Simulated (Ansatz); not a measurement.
The same path of Cl3FH3NZr (9 atoms, charge 0, multiplicity 1) was run twice with different band settings.

Method: RKS BLYP-D4/def2-SVP in Ansatz.

Relaxed end points:

```xyz
9
Properties=species:S:1:pos:R:3
Zr 0.073 -0.072 0.143
Cl -0.266 0.439 2.454
Cl 2.228 0.362 -0.797
F -0.862 1.421 -0.610
Cl -1.241 -1.821 -0.822
N 1.284 -2.008 1.118
H 0.892 -2.907 0.801
H 2.282 -2.008 0.859
H 1.242 -2.009 2.148
```

```xyz
9
Properties=species:S:1:pos:R:3
Zr 0.072 -0.071 0.143
Cl -0.026 0.563 2.444
Cl 2.151 0.187 -1.005
F -0.860 1.425 -0.610
Cl -1.389 -1.812 -0.592
N 1.276 -1.994 1.112
H 1.493 -2.720 0.412
H 2.177 -1.719 1.532
H 0.739 -2.461 1.858
```

Common settings: spring 5.0 eV/Å²; optimiser quadratic models (default); start path through a guess of the saddle point; force threshold 0.05 eV/Å; iteration limit 60; end points relaxed.

| run | movable images | climbing image |
| --- | --- | --- |
| 1 | 9 | yes |
| 2 | 1 | no |

What does each run give, and how far can it be trusted?

Run 1: converged after 18 iterations, highest image 0.000 eV above the first end. The highest image is an end point: on this band no image between the ends rises above it. A vibrational analysis next to that end finds imaginary modes (88i cm⁻¹), so it isn't a minimum.
Run 2: converged after 13 iterations, highest image 0.000 eV above the first end. The highest image is an end point: on this band no image between the ends rises above it. So few images can step over the top or miss a turn of the path.
